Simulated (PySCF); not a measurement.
Estimate the missing entries of this data sheet.

Compound: C7H8FN.
InChI=1S/C7H8FN/c8-7-3-1-6(5-9)2-4-7/h1-4H,5,9H2

Conformer (atom-mapped SMILES and torsion angles): `[NH2:1][CH2:2][c:3]1[cH:4][cH:5][c:6]([F:7])[cH:8][cH:9]1`: N1–C2–C3–C4 88°, H–N1–C2–C3 59°, H–N1–C2–C3 -59°.

```csv
property,level,value
point group of the GFN2-xTB geometry,GFN2-xTB,?
"rotational constants A, B, C of the GFN2-xTB geometry",GFN2-xTB,?
dipole moment,PBE0/pcSseg-1,?
HOMO energy,PBE0/pcSseg-1,?
LUMO energy,PBE0/pcSseg-1,?
13C chemical shifts (computed TMS as zero) by class,GIAO PBE0/pcSseg-1,"171.7 (1 C), 149.0 (1 C), 134.2 (2 C), 122.1 (2 C), 53.7 (1 C) ppm"
1H chemical shifts (computed TMS as zero) by class,GIAO PBE0/pcSseg-1,?
"isotropic shieldings of nuclei other than C and H, by class",GIAO PBE0/pcSseg-1,?
```

The electronic properties come from PySCF, for the isolated species, density fitting.

Question: Give the 1H chemical shifts (computed TMS as zero) by class.

Answer: 7.46 (2 H), 7.34 (2 H), 3.79 (2 H), 0.67 (2 H) ppm.

Question: What are the isotropic shieldings of nuclei other than C and H, by class?

Answer: 205 (1 N), 290 (1 F) ppm.

Question: Give the rotational constants A, B, C of the GFN2-xTB geometry.

Answer: 4.492, 0.942, 0.835 GHz.

Question: The LUMO energy?

Answer: -0.60 eV.

Question: Give the dipole moment.

Answer: 0.46 D.

Question: The HOMO energy?

Answer: -6.70 eV.

Question: What is the point group of the GFN2-xTB geometry?

Answer: Cs.

With B = h/(8π²I), that is 505.379 GHz u Å² over I, the principal moments of inertia are 112.5, 536.5 and 605.5 u Å² (most abundant isotopes). The rotational constants make it an asymmetric top with κ = (2B − A − C)/(A − C) = -0.94, nearer the prolate limit (−1). The dipole equals about 1.5 × 10⁻³⁰ C·m (1 D = 3.33564 × 10⁻³⁰ C·m).

For the NMR shielding job (PBE0/pcSseg-1), hardware: an Arm Neoverse V1 with one thread, shared host. Cost: 39 s wall.

One conformer stands for the species.
